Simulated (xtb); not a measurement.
C2H10O2Si2, SMILES O[SiH2]CC[SiH2]O. All values are semi-empirical tight-binding results from xtb (GFN2-xTB unless named), good for trends rather than for accurate numbers. Coordinates come from a GFN2-xTB optimisation. The structure was generated by enumeration, and PubChem lists no compound with its InChIKey, so it may never have been made. One conformer was computed; it need not be the lowest.

Optimised geometry:

```xyz
16

O     -3.3485    -0.4100     0.0170
Si    -1.7936    -0.3098     0.4981
C     -0.7635     0.6732    -0.7619
C      0.6345     1.0599    -0.2817
Si     1.8515    -0.3899    -0.1036
O      3.3314     0.1454     0.3215
H     -3.5953    -0.7678    -0.8310
H     -1.9528     0.4042     1.7584
H     -1.2338    -1.6548     0.6597
H     -1.3143     1.5851    -1.0158
H     -0.6704     0.1082    -1.6938
H      1.0570     1.7876    -0.9846
H      0.5475     1.5827     0.6736
H      1.5536    -1.2756     1.0112
H      1.9316    -1.0950    -1.3906
H      3.7769     0.8396    -0.1561
```

- orbital gap = 5.93 eV
- dipole moment = 2.57 D
- zero-point energy = 71.9 kcal/mol
- G − E(el) at 298.15 K (modified RRHO) = 49.8 kcal/mol
- static polarisability (D4 model) = 93.2 bohr³
- solvation energy, GFN2-xTB/ALPB(water) = -7.4 kcal/mol
- solvation energy, GFN2-xTB/ALPB(chcl3) = -5.4 kcal/mol

Task: Give the atomic charges and the Wiberg bond orders between heavy atoms. (An estimate is asked for; the answer gives what the named calculation found.)

Result: charges (e) O1 -0.48, Si2 0.51, C3 -0.16, C4 -0.16, Si5 0.51, O6 -0.48, H7 0.30, H8 -0.08, H9 -0.10, H10 0.02, H11 0.00, H12 0.01, H13 0.01, H14 -0.08, H15 -0.10, H16 0.30. Bond orders O1–Si2 1.17, Si2–C3 0.88, C3–C4 1.04, C4–Si5 0.89, Si5–O6 1.17.
